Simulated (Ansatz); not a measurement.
Ansatz (a quantum-chemistry and plane-wave program) input (B3LYP-D3(BJ)/def2-TZVP):

Ansatz 0.2 input:
```yaml
crystal:
  periodic: [false, false, false]
  atoms:
    - {symbol: Mo, position_ang: [0.00873132, -0.03887109, -0.81694102]}
    - {symbol: O, position_ang: [-0.00648678, 0.06385659, 0.89430885]}
basis:
  gaussian:
    orbitals: def2-TZVP
hamiltonian:
  xc: b3lyp
  dispersion: d3bj
magnetization: {spin_polarized: true, initial_magnetization: 4}
relax: {f_tol: 0.002, max_steps: 150}
```

Output:

```
Functional definition: B3LYP
integrals: 0.01 GiB planned
522 factors; their error is unknown
mean field: 0.20 GiB planned
mean field evaluation 1: about -3894.0709 eV, gradient 4.7e1 eV
mean field evaluation 2: about -3733.3967 eV, gradient 1.6e2 eV
mean field evaluation 4: about -3901.7644 eV, gradient 1.3e1 eV
mean field evaluation 8: about -3902.5430 eV, gradient 1.5e-1 eV
mean field evaluation 16: about -3902.6135 eV, gradient 1.8e-3 eV
mean field -3902.61354268 eV, -143.4184024070 hartree, gradient 5.6e-6 eV, S^2 6.031426; 0 other end points of the search recorded, 0 dependent functions left out
the calculation of the forces begins
reference -3902.61373482 eV, -143.4184094682 hartree; 13, 9 occupied and 58, 62 virtual orbitals, 522 factors
relax step   1: F+E_penalty+E_count = -3902.65740914 eV  Δ(F+E_penalty+E_count) = +0.000e0 eV  max|allowed force component| = 7.481e-1 eV/Å  Δτ_max = 0.0000 Å  (38 SCF iters, accepted)
these checks for a lower state are left out or cut short: starts, cluster_reference, orbital_swaps, neighbouring_geometries, increment
integrals: 0.01 GiB planned
522 factors; their error is unknown
mean field: 0.20 GiB planned
mean field -3902.61951338 eV, -143.4186218261 hartree, gradient 2.6e-5 eV, S^2 6.028597; 0 other end points of the search recorded, 0 dependent functions left out
the calculation of the forces begins
reference -3902.61970544 eV, -143.4186288844 hartree; 13, 9 occupied and 58, 62 virtual orbitals, 522 factors
relax step   2: F+E_penalty+E_count = -3902.66338474 eV  Δ(F+E_penalty+E_count) = -5.976e-3 eV  max|allowed force component| = 1.835e-1 eV/Å  Δτ_max = 0.0064 Å  (40 SCF iters, accepted)
these checks for a lower state are left out or cut short: starts, cluster_reference, orbital_swaps, neighbouring_geometries, increment
integrals: 0.01 GiB planned
522 factors; their error is unknown
mean field: 0.20 GiB planned
mean field evaluation 32: about -3902.6198 eV, gradient 1.8e-1 eV
mean field -3902.61987567 eV, -143.4186351402 hartree, gradient 2.5e-5 eV, S^2 6.027766; 0 other end points of the search recorded, 0 dependent functions left out
the calculation of the forces begins
reference -3902.62006771 eV, -143.4186421975 hartree; 13, 9 occupied and 58, 62 virtual orbitals, 522 factors
relax step   3: F+E_penalty+E_count = -3902.66374864 eV  Δ(F+E_penalty+E_count) = -3.639e-4 eV  max|allowed force component| = 4.453e-3 eV/Å  Δτ_max = 0.0020 Å  (43 SCF iters, accepted)
these checks for a lower state are left out or cut short: starts, cluster_reference, orbital_swaps, neighbouring_geometries, increment
integrals: 0.01 GiB planned
522 factors; their error is unknown
mean field: 0.20 GiB planned
mean field -3902.61987592 eV, -143.4186351494 hartree, gradient 2.6e-5 eV, S^2 6.027786; 0 other end points of the search recorded, 0 dependent functions left out
the calculation of the forces begins
reference -3902.62006796 eV, -143.4186422067 hartree; 13, 9 occupied and 58, 62 virtual orbitals, 522 factors
relax step   4: F+E_penalty+E_count = -3902.66374885 eV  Δ(F+E_penalty+E_count) = -2.111e-7 eV  max|allowed force component| = 1.293e-4 eV/Å  Δτ_max = 0.0000 Å  (43 SCF iters, accepted)
integrals: 0.01 GiB planned
522 factors; their error is unknown
mean field: 0.20 GiB planned
mean field evaluation 64: about -3902.6198 eV, gradient 1.8e-1 eV
mean field -3902.61987592 eV, -143.4186351494 hartree, gradient 2.6e-5 eV, S^2 6.027786; 3 other end points of the search recorded, 0 dependent functions left out
the calculation of the forces begins
reference -3902.62006796 eV, -143.4186422067 hartree; 13, 9 occupied and 58, 62 virtual orbitals, 522 factors
Total energy: -3902.66394089 eV, -143.4202545070 hartree
Atom 0 at     0.008657    -0.038372    -0.808627 Å, force    -0.000001     0.000008     0.000129 eV/Å
Atom 1 at    -0.006413     0.063357     0.885994 Å, force     0.000001    -0.000008    -0.000129 eV/Å
Dipole moment:     0.006200    -0.041852    -0.697181 e Å
```

The spin state was set by rule; other spins were not relaxed.
